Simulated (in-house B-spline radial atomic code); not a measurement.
Ionisation energies along the 14-electron series, configuration 1s2 2s2 2p6 3s2 3p1/2(2), as differences of self-consistent energies. Dirac energy differences include first-order Breit, QED and recoil terms. NIST's values go from ground level to ground level; the uncertainty of those that are theory runs from under 0.1 % in few-electron ions to several per cent in heavy many-electron ones. Computed with a radial B-spline atomic code at the basis-set limit: Dirac-Hartree-Fock, jj configuration that fills j = l - 1/2 first, finite nuclei.

A number in brackets counts the electrons of a j subshell.

| ion | configuration after | ionisation energy (eV) | IE/(q+1)² (eV) | -ε less Coulomb ΔSCF (eV) | Breit and QED recoil part (eV) | tabulated value (eV) | tabulated kind | computed minus tabulated (eV) |
| --- | --- | --- | --- | --- | --- | --- | --- | --- |
| Ir63+ | [Ne] 3s2 3p1/2(1) | 7272.6 | 1.7755 | 0.61763 | -12.509 | 7274 | tabulated theory | -1 |
| Pt64+ | [Ne] 3s2 3p1/2(1) | ? | ? | ? | ? | ? | tabulated theory | ? |
| Au65+ | [Ne] 3s2 3p1/2(1) | ? | ? | ? | ? | ? | tabulated theory | ? |
| Hg66+ | [Ne] 3s2 3p1/2(1) | 8004.5 | 1.7831 | 0.63452 | -14.558 | 8010 | tabulated theory | -5 |
| Tl67+ | [Ne] 3s2 3p1/2(1) | 8258.5 | 1.786 | 0.64048 | -15.299 | 8260 | tabulated theory | -2 |
| Pb68+ | [Ne] 3s2 3p1/2(1) | 8517.5 | 1.789 | 0.64661 | -16.072 | 8520 | tabulated theory | -2 |
| Bi69+ | [Ne] 3s2 3p1/2(1) | 8781.8 | 1.7922 | 0.65293 | -16.878 | 8780 | tabulated theory | 2 |

(1) Fill in the row of Pt64+.

(2) Fill in the row of Au65+.

Results:

(1) ionisation energy (eV): 7511.7; IE/(q+1)² (eV): 1.7779; -ε less Coulomb ΔSCF (eV): 0.6231; Breit and QED recoil part (eV): -13.164; tabulated value (eV): 7512; computed minus tabulated (eV): 0.

(2) ionisation energy (eV): 7755.6; IE/(q+1)² (eV): 1.7805; -ε less Coulomb ΔSCF (eV): 0.62873; Breit and QED recoil part (eV): -13.846; tabulated value (eV): 7760; computed minus tabulated (eV): -4.
